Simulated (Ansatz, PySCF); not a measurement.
Gas-phase reaction in SMILES: CCC[C](C)C → C[CH]C(C)(C)C
Geometries: B3LYP-D3(BJ)/def2-TZVP minima from Ansatz (a quantum-chemistry and plane-wave program), one conformer each, not searched for the lowest.

Quantity: isomerisation energy (0 K, with B3LYP-D3(BJ) harmonic zero-point energies from PySCF), in eV. Cores are frozen in the correlated levels unless marked. UHF or UKS for open shells. No spin-orbit coupling. No relativistic terms. CBS marks a two-point X^-3 extrapolation of the correlation energy; Hartree-Fock from the larger set. The bracket is a focal-point correction in the basis named.

```json
[
 {"level": "HF/STO-3G", "program": "Ansatz", "isomerisation energy (eV)": "0.19"}
]
```

### Question
What does RI-MP2/CBS(cc-pVTZ,cc-pVQZ)+[CCSD(T)-MP2]/cc-pVTZ (Ansatz) give?

### Answer
0.01 eV
